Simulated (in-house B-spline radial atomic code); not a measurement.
Results of a calculation; reference values are marked as such.
**Two electrons in Si: a spherical dot of radius 4.62 nm with hard walls with a doubly ionised double donor at its centre**

For Si the NSM archive of the Ioffe Institute lists m_l = 0.98 m0, m_t = 0.19 m0 and ε = 11.7; the model takes one isotropic valley with the conductivity mass 3/(1/m_l + 2/m_t) = 0.26 m0, and so misses anisotropy and the other valleys. All triplets below are those of one valley; with several valleys two electrons can form a triplet in the 1s orbital itself, at an energy set by the valley splitting. Real donors also feel a central-cell potential, which shifts the ground state; some double donors stay shallow and helium-like, others are deep centres that this model can't describe.

Effective-mass model with parabolic bands, a uniform dielectric constant, no image charges, no central-cell or spin-orbit terms. Two-electron levels come from full CI in B-splines with partial waves to l = 5 (up to 0.001 effective hartree above the limit).

Q: What are the effective units, and what is the potential in them?

A: Ha* = 27211.386 meV × 0.26/11.7² = 51.68 meV and a* = 0.0529177 nm × 11.7/0.26 = 2.381 nm. The radius is R = 1.94 a*, with −2/r added.

In these units the lowest s and p orbitals lie at -1.9197 and 0.6760, and their Coulomb and exchange integrals are J_ss = 1.3841, J_sp = 0.9748 and K_sp = 0.1545. Full CI gives -2.5588 for the ground singlet, -0.4431 for the sp triplet, -0.1751 for the sp singlet and 0.8053 for the lowest triplet of two s orbitals.

Q: What does it cost to add the second electron, to first order and exactly?

A: To first order E = 2ε_s + J_ss = -2.4553, so the charging energy E(2) − 2E(1) is J_ss = 71.54 meV. CI gives -2.5588 − 2 × (-1.9197) = 1.2806, or 66.18 meV: relaxation and correlation lower it by 5.351 meV, 7.5 % of J_ss. The s² configuration of one-electron orbitals holds 98.0 % of the state, and the mean radius is 1.72 nm.

Q: How far above the singlet do the triplets lie?

A: To first order the sp triplet lies at ε_s + ε_p + J_sp − K_sp = -0.4234, which is 105 meV above 2ε_s + J_ss. CI gives -0.4431 − (-2.5588) = 2.1157, or 109.3 meV, 82 % of the orbital spacing of 134.2 meV. The ss triplet lies 173.9 meV up, so the lower of the two is the sp one, and its gap equals k_BT at 1270 K. The sp singlet-triplet splitting is 13.85 meV, against 2K_sp = 15.97 meV.
